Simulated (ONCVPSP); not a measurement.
indium: excitation energies, all-electron against ONCV

In (Z = 49), optimised norm-conserving Vanderbilt (ONCV), made with ONCVPSP 4.0.1 (PBE, scalar-relativistic). Core [Kr] 4d10, reference 5s2 5p1. Waves: 5s: rc 1.80 bohr, ncon 4, nbas 9, qcut 3.3 1/bohr, 2 projectors, debl 3.1 Ha; 5p: rc 2.40 bohr, ncon 3, nbas 7, qcut 3.4 1/bohr, 1 projector. Local part: polynomial inside 1.20 bohr (lpopt 5, dvloc0 0 Ha). Core correction: polynomial model core, fcfact 0.35.

Energies are relative to the spin-unpolarised reference configuration 5s2 5p1; without spin polarisation the order of configurations can differ from experiment.

```csv
valence configuration,charge,ΔE all-electron (eV),error AE − PS (meV)
5s1 5p0,+2,24.599,-198
5s0 5p3,0,11.948,-73
```

Task: What are ΔE and the potential's error for 5s2 5p0.5?

Result: ΔE = 1.941 eV all-electron; the error (AE − PS) is -2.4 meV.

Task: What are ΔE and the potential's error for 5s2 5p0?

Result: ΔE = 5.363 eV all-electron; the error (AE − PS) is -15 meV.

Note: ghosts flagged at negative energy: s at -72.6 eV, p at -46.7 eV; no localised positive-energy state flagged. A true bound ghost makes a file unfit for plane-wave use.
